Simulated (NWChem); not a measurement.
Molecule: SiClF, singlet; SMILES Cl[Si]F

Program: NWChem. Pople sets run with spherical d functions. Low-valent species are run as closed-shell singlets; no triplet was tried in these runs. Geometry: optimised at PBE-D3(BJ)/def2-SVP. Static field.

Question: Order these by “isotropic polarisability (bohr³)”, lowest first: B3LYP/6-31+G*; PBE/6-31+G*; CAM-B3LYP/6-31+G*.

Answer: CAM-B3LYP/6-31+G* (38.2), B3LYP/6-31+G* (38.9), PBE/6-31+G* (40.2)
